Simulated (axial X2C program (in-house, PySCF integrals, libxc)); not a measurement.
The numbers below are computed, except where a source is named.
## TaBr⁺: input and output

Program: an in-house relativistic program for diatomic molecules.

Input file and command:
```json
{"zs": [73, 35], "q": 1, "bas": ["dyall-v3z", "dyall-v3z"], "levels": ["PBE0", "HF", "BP86", "PBE50"], "cc": false, "r0": 2.6, "npts": 10, "nst": 2, "ntry": 6}
```
```bash
python so2c.py task.json out
```

Keys: zs atomic numbers; q charge; bas basis sets; levels methods; cc coupled cluster on or off; r0 starting distance in Å; npts points on the curve; nst determinants followed; ntry starts of the search. HF also brings MP2.

Output of the PBE50 step, two-component, at R = 2.303 Å for the state Ω = 3/2. It starts from PBE0 orbitals of this distance.

```
two-component X2C + atomic mean field  PBE50
basis functions 239  fitting functions 1390  grid points 5802
iter        total energy     max residual
   1     -18208.231149382     1.98e-01
   2     -18208.237856534     1.43e-02
   3     -18208.237250108     2.17e-02
   4     -18208.239147135     7.80e-04
   5     -18208.239173845     1.04e-03
   6     -18208.239193152     3.08e-04
   7     -18208.239203194     1.56e-04
   8     -18208.239206725     8.48e-05
   9     -18208.239207747     5.31e-05
  10     -18208.239207965     3.43e-05
  11     -18208.239208040     2.22e-05
  12     -18208.239208087     7.41e-06
  13     -18208.239208091     2.42e-06
  14     -18208.239208091     1.19e-06
converged
one-electron -26170.15106190  Coulomb 7802.12037084  exact exchange -203.28355948  xc functional -209.66591668  nuclear repulsion 587.08110026  atomic mean-field constant -14.34014114
```
Energies are in hartree; totals compare only within one Hamiltonian and basis.
